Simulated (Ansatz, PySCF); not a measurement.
BrH3MgOSi, SMILES [O]([SiH3])[Mg][Br].

Geometry optimised at r2SCAN-D4/def2-SVP. The structure was generated by enumeration; whether it is a known compound was not checked. The values are those of a single conformer.

Vertical ionisation energy (IE) and electron affinity (EA) in eV. Rows of orbital energies are one-electron estimates. Where ΔSCF, EOM or ADC give a negative EA the extra electron is unbound and the value depends on the basis.

```tsv
level	IE	EA
−ε(HOMO), −ε(LUMO), CAM-B3LYP/def2-TZVP (PySCF)	___	___
−ε(HOMO), −ε(LUMO), PBE/def2-TZVP (PySCF)	6.86	2.53
ΔSCF, CAM-B3LYP/def2-SVPD (Ansatz), final states of multiplicity 2 and 2	10.51	0.44
ΔSCF, PBE/def2-SVPD (Ansatz), final states of multiplicity 2 and 2	9.51	0.61
```

### Question
What belongs in the gaps? (An estimate is asked for; the answer gives what the named calculation found.)

### Answer

- −ε(HOMO), −ε(LUMO), CAM-B3LYP/def2-TZVP (PySCF), IE: 9.69
- −ε(HOMO), −ε(LUMO), CAM-B3LYP/def2-TZVP (PySCF), EA: 1.04

### Question
What vertical singlet–triplet gap does ΔSCF give with CAM-B3LYP/def2-SVPD (Ansatz, an electronic-structure program) and with PBE/def2-SVPD (Ansatz)? (The exact figures need the calculation; the answer reports its results.)

### Answer
5.54 and 4.48 eV (triplet above singlet where positive).
